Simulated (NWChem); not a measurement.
The numbers come from NWChem runs, not from measurements. System: sulfur difluoride (F2S), charge 0, spin multiplicity 1, at a geometry optimised with B3LYP/def2-SVP. Level: RHF/def2-TZVP.

The NWChem input:

```
start mol
memory heap 200 mb stack 900 mb global 1100 mb
geometry units angstroms nocenter noautoz
  F      1.239961     0.000000    -0.494002
  S      0.000000     0.000000     0.555752
  F     -1.239961     0.000000    -0.494002
  symmetry group C2v
end
basis spherical
  * library def2-tzvp
end
scf
  rhf
  nopen 0
  maxiter 100
  thresh 1e-7
  semidirect memsize 60000000 filesize 0
end
task scf energy
```

Output (cleaned and shortened):

```
             Northwest Computational Chemistry Package (NWChem) 7.3.0
             --------------------------------------------------------

                                NWChem Input Module
                                -------------------

 Scaling coordinates for geometry "geometry" by  1.889725989
 (inverse scale =  0.529177249)

 Turning off AUTOSYM since
 SYMMETRY directive was detected!

                             Geometry "geometry" -> ""
                             -------------------------

 Output coordinates in angstroms (scale by  1.889725989 to convert to a.u.)

  No.       Tag          Charge          X              Y              Z
 ---- ---------------- ---------- -------------- -------------- --------------
    1 F                    9.0000     1.23996100     0.00000000    -0.49400200
    2 S                   16.0000     0.00000000     0.00000000     0.55575200
    3 F                    9.0000    -1.23996100     0.00000000    -0.49400200

 Effective nuclear repulsion energy (a.u.)     111.0908664406

            Nuclear Dipole moment (a.u.)
            ----------------------------
        X                 Y               Z
 ---------------- ---------------- ----------------
     0.0000000000     0.0000000000    -0.0000075589

      Symmetry information
      --------------------

 Group name             C2v
 Group number             16
 Group order               4
 No. of unique centers     2

      Symmetry unique atoms

     1    2


 Summary of "ao basis" -> "" (spherical)
 ------------------------------------------------------------------------------
       Tag                 Description            Shells   Functions and Types
 ---------------- ------------------------------  ------  ---------------------
 *                         def2-tzvp                  on all atoms

 Summary of "ao basis" -> "ao basis" (spherical)
 ------------------------------------------------------------------------------
       Tag                 Description            Shells   Functions and Types
 ---------------- ------------------------------  ------  ---------------------
[...]
    76     -0.247634  3 F  pz                34     -0.222920  2 S  s
    11     -0.220647  1 F  pz                79     -0.220647  3 F  pz

 Vector   17  Occ=2.000000D+00  E=-4.055066D-01  Symmetry=b2
              MO Center=  4.7D-15, -1.3D-16,  5.0D-01, r^2= 1.6D+00
   Bfn.  Coefficient  Atom+Function         Bfn.  Coefficient  Atom+Function
  ----- ------------  ---------------      ----- ------------  ---------------
    47      0.568295  2 S  py                50      0.349619  2 S  py
    44      0.255591  2 S  py                38     -0.192584  2 S  py
     7     -0.157306  1 F  py                75     -0.157306  3 F  py

 Vector   18  Occ=0.000000D+00  E= 8.176976D-02  Symmetry=b1
              MO Center=  1.2D-14, -5.3D-17,  7.7D-01, r^2= 2.5D+00
   Bfn.  Coefficient  Atom+Function         Bfn.  Coefficient  Atom+Function
  ----- ------------  ---------------      ----- ------------  ---------------
    49      0.978485  2 S  px                 5     -0.468963  1 F  s
    73      0.468963  3 F  s                 46      0.421023  2 S  px
    14     -0.242119  1 F  pz                82      0.242119  3 F  pz
    43      0.174997  2 S  px

 Vector   19  Occ=0.000000D+00  E= 1.175915D-01  Symmetry=a1
              MO Center= -1.1D-14, -6.9D-16,  4.6D-01, r^2= 2.8D+00
   Bfn.  Coefficient  Atom+Function         Bfn.  Coefficient  Atom+Function
  ----- ------------  ---------------      ----- ------------  ---------------
    51      1.029720  2 S  pz                36     -0.904331  2 S  s
     5      0.589974  1 F  s                 73      0.589974  3 F  s
    48      0.370473  2 S  pz                12     -0.357720  1 F  px
    80      0.357720  3 F  px                35     -0.192148  2 S  s
    34      0.178590  2 S  s                  6     -0.165115  1 F  px

 Vector   20  Occ=0.000000D+00  E= 3.796986D-01  Symmetry=b2
              MO Center=  5.2D-15, -3.0D-16,  7.0D-01, r^2= 4.0D+00
   Bfn.  Coefficient  Atom+Function         Bfn.  Coefficient  Atom+Function
  ----- ------------  ---------------      ----- ------------  ---------------
    50      1.463158  2 S  py                47     -1.136536  2 S  py

 center of mass
 --------------
 x =   0.00000000 y =   0.00000000 z =  -0.02706085

 moments of inertia (a.u.)
 ------------------
          68.325947956340           0.000000000000           0.000000000000
           0.000000000000         276.948256009897           0.000000000000
           0.000000000000           0.000000000000         208.622308053556

  Mulliken analysis of the total density
  --------------------------------------

    Atom       Charge   Shell Charges
 -----------   ------   -------------------------------------------------------
    1 F    9     9.29   0.77  1.20  0.60  1.02  0.33  2.21  2.27  0.86  0.00  0.01  0.00
    2 S   16    15.42   2.01  0.49  1.47  1.14  0.78  4.17  1.70  0.80  1.91  0.63  0.09  0.18  0.05
    3 F    9     9.29   0.77  1.20  0.60  1.02  0.33  2.21  2.27  0.86  0.00  0.01  0.00

       Multipole analysis of the density wrt the origin
       ------------------------------------------------

     L   x y z        total         open         nuclear
     -   - - -        -----         ----         -------
     0   0 0 0     -0.000000      0.000000     34.000000

     1   1 0 0     -0.000000      0.000000      0.000000
     1   0 1 0     -0.000000      0.000000      0.000000
     1   0 0 1      0.641188      0.000000     -0.000008

     2   2 0 0    -17.424610      0.000000     98.829416
     2   1 1 0     -0.000000      0.000000      0.000000
     2   1 0 1      0.000000      0.000000      0.000000
     2   0 2 0    -17.167710      0.000000      0.000000
     2   0 1 1      0.000000      0.000000      0.000000
     2   0 0 2    -15.700936      0.000000     33.333915

 Task  times  cpu:        1.0s     wall:        1.0s

 Total times  cpu:        1.0s     wall:        1.0s
```
